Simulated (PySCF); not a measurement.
## What the settings do

Molecule: SMILES N#CC1=C(Cl)C=NN=C1, C5H2ClN3; geometry GFN2-xTB.

Molfile (atoms numbered from 1):
```
C5H2ClN3
     RDKit          3D

 11 11  0  0  0  0  0  0  0  0999 V2000
    3.1092    0.8804   -0.2632 N   0  0  0  0  0  0  0  0  0  0  0  0
    2.0260    0.5234   -0.1619 C   0  0  0  0  0  0  0  0  0  0  0  0
    0.6976    0.0559   -0.0332 C   0  0  0  0  0  0  0  0  0  0  0  0
    0.4333   -1.3005    0.2339 C   0  0  0  0  0  0  0  0  0  0  0  0
   -0.7840   -1.7725    0.3600 N   0  0  0  0  0  0  0  0  0  0  0  0
   -1.8133   -0.9909    0.2410 N   0  0  0  0  0  0  0  0  0  0  0  0
   -1.6684    0.2918   -0.0078 C   0  0  0  0  0  0  0  0  0  0  0  0
   -0.4128    0.8901   -0.1605 C   0  0  0  0  0  0  0  0  0  0  0  0
   -0.2450    2.5678   -0.4876 Cl  0  0  0  0  0  0  0  0  0  0  0  0
    1.2407   -2.0102    0.3450 H   0  0  0  0  0  0  0  0  0  0  0  0
   -2.5779    0.8674   -0.0917 H   0  0  0  0  0  0  0  0  0  0  0  0
  1  2  3  0
  2  3  1  0
  3  4  2  0
  4  5  1  0
  5  6  2  0
  6  7  1  0
  7  8  2  0
  8  9  1  0
  8  3  1  0
  4 10  1  0
  7 11  1  0
M  END
```

All runs: PySCF, non-relativistic, gas phase unless a solvent (IEF-PCM) is named; grid level 2, GIAOs and SCF threshold 1e-9 unless changed. The yardstick, PBE0/pcSseg-1, gives these isotropic shieldings σ (ppm, equivalent atoms averaged): N1 -76.8, C7 31.2, C4 31.5, C8 34.4, C2 68.3, H11 21.94, H10 22.19.

**Question.** What do these inputs give? (1) KT3/3-21G; conv 1e-06; (2) solvent methanol; OLYP/pcSseg-1; guess vsap; (3) solvent methanol; OLYP/pcSseg-1; guess vsap

**Answer.** 
| run | outcome | functions | wall time | N1 | C7 | C4 | C8 | C2 | H11 | H10 |
| --- | --- | --- | --- | --- | --- | --- | --- | --- | --- | --- |
| 1 | converged | 89 | 10 s | 3.1 | 82.5 | 83.5 | 84.2 | 110.9 | 23.83 | 23.89 |
| 2 | converged | 170 | 20 s | -45.7 | 34.0 | 34.7 | 34.6 | 66.8 | 21.99 | 22.27 |
| 3 | converged | 170 | 26 s | -45.7 | 34.0 | 34.7 | 34.6 | 66.8 | 21.99 | 22.27 |

Times are on shared hosts with different chips, so compare them loosely.

**Question.** Comment on the technical settings.

**Answer.** 
- Run 1: The functional and orbital basis differ from the yardstick's, which in itself moves the values. A loose SCF threshold (1e-06) leaves errors in the orbitals that response properties inherit.
- Run 2: The functional and medium differ from the yardstick's, which in itself moves the values. The starting guess changes the path of the SCF (16 cycles), not the solution, provided the same state is reached.
- Run 3: The functional and medium differ from the yardstick's, which in itself moves the values. The starting guess changes the path of the SCF (16 cycles), not the solution, provided the same state is reached.
